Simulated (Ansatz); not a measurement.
`C[N](C)[InH2]` → `[CH2]` (triplet) + `C[NH][InH2]` at 500 K and 1 bar (formal loss of a carbene).

Gas-phase electronic energies from Ansatz, PBE0-D4/def2-TZVP geometries. CBS: MP2 limit from def2 TZ/QZ plus the TZ coupled-cluster correction, frozen cores. This one scheme is used for every species. Triplets are unrestricted, without spin–orbit coupling. Elements past krypton have def2 core potentials. For In outer-core shells are correlated without core-valence functions, which leaves a few kJ/mol of doubt a bond.

```
          species  CCSD(T)/CBS energy (Eh)  H − E (kJ/mol)  S (J/(mol·K))
  `C[N](C)[InH2]`               -325.40049           291.6          403.4
`[CH2]` (triplet)                -39.09499            62.7          213.9
    `C[NH][InH2]`               -286.14916           209.9          370.3
```

H − E and S are ideal-gas, rigid-rotor, harmonic terms from PBE0-D4/def2-TZVP, with the whole ground term of open shells counted as degenerate. 1 Eh = 2625.50 kJ/mol, R = 8.31446 J/(mol·K).

Task: By hand: ΔE, ΔH, ΔS and ΔG.

Result: ΔE = (-39.09499) + (-286.14916) − (-325.40049) = 0.15634 Eh = 410.5 kJ/mol. Δ(H − E) = 62.7 + 209.9 − 291.6 = -19.0, so ΔH = 391.5 kJ/mol. ΔS = 213.9 + 370.3 − 403.4 = 180.8 J/(mol·K). ΔG = 391.5 − 500 × (180.8)/1000 = 301.1 kJ/mol.

Task: By hand: the equilibrium constant, and the temperature at which ΔG would vanish if ΔH and ΔS stayed fixed.

Result: log₁₀ K = −ΔG/(RT ln 10) = -31.5. ΔG = 0 at ΔH/ΔS = 2165 K.

The number of gas molecules changes by +1, which sets the sign of ΔS. A doubt of 5 kJ/mol in ΔE shifts log₁₀ K by 0.5 here. A triplet takes part, so the spin changes. These are equilibria of isolated gas molecules and say nothing of rates. Largest T1 diagnostic: 0.017 (customary marks: 0.02 for closed shells, 0.045 for open ones).
